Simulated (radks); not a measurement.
Values are calculated unless marked as measured or tabulated.
Task: Coherent X-ray form factor from a spherical all-electron density. Level of theory: scalar-relativistic Kohn-Sham, PBE, spin-unpolarised, spherical densities, point nucleus (a radial shooting solver on a logarithmic mesh with Libxc functionals).

sin(theta)/lambda (1/angstrom),f0 (electrons)
0.05,63.800
0.1,63.206
0.15,62.241
0.2,60.939
0.25,59.345
0.3,57.509
0.4,53.328
0.5,48.814
0.6,44.303
0.8,36.116
1,29.542
1.25,23.536
1.5,19.514
2,15.076

The species is in the configuration that NIST lists as its ground one. Which atom or ion scatters so?

Result: The thallium ion Tl17+, [Kr] 4d10 4f14 5s2 5p2. Extrapolating in s^2 from the first two rows gives f0(0) = 64.0, near the electron count 64; among species with that count, the fall with angle is slower the higher Z, and the table is that of Z = 81; from so few rows the species is fixed only to a neighbour or two.
